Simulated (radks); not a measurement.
Problem. The argon ion Ar2+, configuration [Ne] 3s2 3p3 5s1 (not the ground configuration). All-electron calculation, scalar-relativistic Kohn-Sham, r2SCAN, spin-unpolarised, spherical densities, finite nucleus; meta-GGA in the generalised Kohn-Sham scheme; Fermi nuclear charge, rms radius 3.4274 fm. Program: a radial shooting solver on a logarithmic mesh with Libxc functionals. Some entries of the table are withheld. Estimate them.

| orbital | occ. | eigenvalue (eV) | <r> (bohr) | <r^2> (bohr^2) |
|---|---|---|---|---|
| 1s | 2 | -3180.710 | 0.08573 | 0.009891 |
| 2s | 2 | -345.8154 | 0.4119 | 0.2012 |
| 2p | 6 | -276.6320 | 0.3751 | 0.1747 |
| 3s | 2 | -61.6334 | (1) | 1.929 |
| 3p | 3 | (2) | 1.405 | 2.289 |
| 5s | 1 | -8.1715 | (3) | 47.68 |

Solution. 
(1) 3s <r> (bohr): 1.298
(2) 3p eigenvalue (eV): -45.2609
(3) 5s <r> (bohr): 6.535
